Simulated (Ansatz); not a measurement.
`[O]=[Mo]([OH])([OH])([OH])[Cl]`: the same geometry under several functionals.

```yaml
crystal:
  periodic: [false, false, false]
  atoms:
    - {symbol: O, position_ang: [0.439150, -1.077768, 1.358186]}
    - {symbol: Mo, position_ang: [0.026312, -0.089610, 0.076786]}
    - {symbol: O, position_ang: [1.767150, 0.250775, -0.483829]}
    - {symbol: O, position_ang: [-0.977373, -1.430283, -0.741557]}
    - {symbol: O, position_ang: [-0.812936, 1.220233, 1.097281]}
    - {symbol: Cl, position_ang: [-0.654241, 1.224068, -1.836123]}
    - {symbol: H, position_ang: [2.486437, -0.137241, 0.026929]}
    - {symbol: H, position_ang: [-1.364877, -1.111758, -1.568881]}
    - {symbol: H, position_ang: [-0.821122, 1.105183, 2.054107]}
basis:
  gaussian: {orbitals: def2-TZVPP}
hamiltonian: {xc: r2scan, dispersion: d4}
output: {forces: true, orbitals: {seedname: orbitals}}
```

```sh
$ ansatz run in.yaml --threads 4 --pin off --events-out ev --progress --plain --max-ram 11315MiB
```

Output, abridged:

```
Functional definition: r2SCAN
1374 factors; their error is unknown
mean field evaluation 1: about -22597.7320 eV, gradient 1.2e2 eV
mean field evaluation 2: about -22310.5556 eV, gradient 3.9e2 eV
mean field evaluation 4: about -22608.5445 eV, gradient 8.9e1 eV
mean field evaluation 8: about -22621.8400 eV, gradient 3.6e0 eV
mean field evaluation 16: about -22621.8517 eV, gradient 1.2e-2 eV
mean field -22621.85171293 eV, -831.3377168084 hartree, gradient 3.8e-5 eV, S^2 0.000000; 0 other end points of the search recorded, 0 dependent functions left out
reference -22621.85173545 eV, -831.3377176359 hartree; 33, 33 occupied and 231, 231 virtual orbitals, 1374 factors
Total energy: -22621.91306235 eV, -831.3399713581 hartree
Atom 0 at     0.439150    -1.077768     1.358186 Å, force     0.183292    -0.438561     0.568268 eV/Å
Atom 1 at     0.026312    -0.089610     0.076786 Å, force    -0.145671     0.324235    -0.435505 eV/Å
Atom 2 at     1.767150     0.250775    -0.483829 Å, force     0.335479     0.094309    -0.151764 eV/Å
Atom 3 at    -0.977373    -1.430283    -0.741557 Å, force    -0.189473    -0.307375    -0.120686 eV/Å
Atom 4 at    -0.812936     1.220233     1.097281 Å, force    -0.182595     0.288317     0.165611 eV/Å
Atom 5 at    -0.654241     1.224068    -1.836123 Å, force    -0.027344     0.084430    -0.096792 eV/Å
Atom 6 at     2.486437    -0.137241     0.026929 Å, force     0.018632    -0.027326     0.042460 eV/Å
Atom 7 at    -1.364877    -1.111758    -1.568881 Å, force    -0.007084     0.007833    -0.016443 eV/Å
Atom 8 at    -0.821122     1.105183     2.054107 Å, force     0.014764    -0.025862     0.044851 eV/Å
Dipole moment:     0.261449    -0.220111     0.559170 e Å
```

Hardware: 4 threads of an Intel Xeon 6975P-C on a shared host. Wall time 4 s, peak host memory 0.42 GiB.

With the line `hamiltonian: {xc: lda}` and no forces (abridged; 1.8 s):

```
Functional definition: SPW92
mean field evaluation 16: about -22524.0672 eV, gradient 2.0e-3 eV
mean field -22524.06719408 eV, -827.7442020215 hartree, gradient 6.3e-5 eV, S^2 0.000000
Total energy: -22524.06725976 eV, -827.7442044352 hartree
```

The same input with `hamiltonian: {xc: {name: wB97M-V}}` (abridged; 12 s):

```
Functional definition: wB97M-V
mean field evaluation 16: about -22618.9892 eV, gradient 6.1e-4 eV
mean field -22618.98916819 eV, -831.2325202294 hartree, gradient 5.2e-5 eV, S^2 0.000000
Total energy: -22618.98925041 eV, -831.2325232511 hartree
Atom 0 force    -0.147790     0.362834    -0.465078 eV/Å
Atom 1 force     0.159476    -0.451697     0.539286 eV/Å
Atom 2 force     0.013690    -0.015418     0.028722 eV/Å
Atom 3 force     0.008716     0.077766    -0.032753 eV/Å
Atom 4 force     0.011503    -0.015260     0.030169 eV/Å
Atom 5 force    -0.018214     0.032619    -0.050308 eV/Å
Atom 6 force    -0.039222     0.021228    -0.034281 eV/Å
Atom 7 force     0.016717    -0.020515     0.039754 eV/Å
Atom 8 force    -0.004877     0.008443    -0.055511 eV/Å
Dipole moment:     0.280774    -0.254115     0.611502 e Å
```

Changing it to `hamiltonian: {xc: {name: CAM-B3LYP}, dispersion: d4}` and no forces (abridged; 5.5 s):

```
Functional definition: CAM-B3LYP
mean field evaluation 16: about -22621.1426 eV, gradient 1.2e-3 eV
mean field -22621.14259802 eV, -831.3116573161 hartree, gradient 7.4e-5 eV, S^2 0.000000
Total energy: -22621.36541162 eV, -831.3198455647 hartree
```

The same input with `hamiltonian: {xc: {name: B2PLYP}}` and no forces (abridged; 13 s):

```
Functional definition: B2PLYP
mean field evaluation 16: about -22597.8947 eV, gradient 2.7e-3 eV
mean field -22597.89470667 eV, -830.4573130669 hartree, gradient 3.7e-6 eV, S^2 0.000000; 2 other end points of the search recorded, 0 dependent functions left out
9 core orbitals not correlated: weight in the atoms' cores, before any rotation towards them, 1.000 or more for the frozen orbitals, at most 0.000 for the correlated occupied ones
second order -60.50950774 eV of doubles, -0.00000000 eV of singles
Total energy: -22614.23246237 eV, -831.0577145148 hartree
```

With the line `hamiltonian: {xc: pbe, dispersion: d4}` (abridged; 2.4 s):

```
Functional definition: PBE
mean field evaluation 16: about -22612.9445 eV, gradient 1.9e-3 eV
mean field -22612.94448714 eV, -831.0103822982 hartree, gradient 3.4e-5 eV, S^2 0.000000
Total energy: -22613.20088460 eV, -831.0198047311 hartree
Atom 0 force     0.354922    -0.869180     1.113237 eV/Å
Atom 1 force    -0.270285     0.608646    -0.813637 eV/Å
Atom 2 force     0.392798     0.323361    -0.474988 eV/Å
Atom 3 force    -0.234662    -0.727651     0.062577 eV/Å
Atom 4 force    -0.348783     0.601459    -0.020993 eV/Å
Atom 5 force    -0.062921     0.140188    -0.188813 eV/Å
Atom 6 force     0.335939    -0.180498     0.244753 eV/Å
Atom 7 force    -0.168484     0.158674    -0.372113 eV/Å
Atom 8 force     0.001477    -0.055000     0.449977 eV/Å
Dipole moment:     0.253290    -0.203185     0.535541 e Å
```
